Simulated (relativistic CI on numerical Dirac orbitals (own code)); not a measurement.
# d1 to d9 in one octahedral field

Computed with a parametric ligand-field model without spin-orbit coupling, by exact diagonalisation: B = 610, C = 2380, 10Dq = 29700 cm⁻¹ (Oh; |10Dq|/B = 48.7) for every shell. Energies in cm⁻¹; the field energy is (0.6 n_e − 0.4 n_t2) × 10Dq of the ground term; g labels are left out.

```
Shell  Ground term  Electrons in e  Field energy  First spin-allowed bands  Lowest term of other spin
   d1          2T2           0.000        -11880                  2E 29700                           
   d2          3T1           0.010        -23449      3T2 28247, 3T1 35943                   1T2 8644
   d3          4A2           0.000        -35640      4T2 29700, 4T1 36479                   2E 11931
   d4          3T1           0.016        -47055       3E 27385, 3T1 27963                   1T2 7298
   d5          2T2           0.030        -58516      2A2 26503, 2T1 26725                  4T1 18111
   d6            ?               ?             ?                         ?                          ?
   d7           2E           1.015        -53021      2T1 27830, 2T2 28401                  4T1 17930
   d8          3A2           2.000        -35640      3T2 29700, 3T1 36479                    1E 9566
   d9           2E           3.000        -17820                 2T2 29700
```

Fill in the row of d6.

Ground term: 1A1; Electrons in e: 0.022; Field energy: -70630; First spin-allowed bands: 1T1 27971, 1T2 36613; Lowest term of other spin: 3T1 22910. Low spin: d4, d5, d6, d7; the other shells keep the spin of the free ion. Only d4 to d7 can choose; the field needed to pair spins is smallest for d6 and largest for d5, which loses most exchange energy. In the strong-field picture 10Dq must exceed about 6B + 5C = 15560 (d4), 7.5B + 5C = 16475 (d5), 2.5B + 4C = 11045 (d6) and 4B + 4C = 11960 (d7); mixing of terms shifts these bounds somewhat.
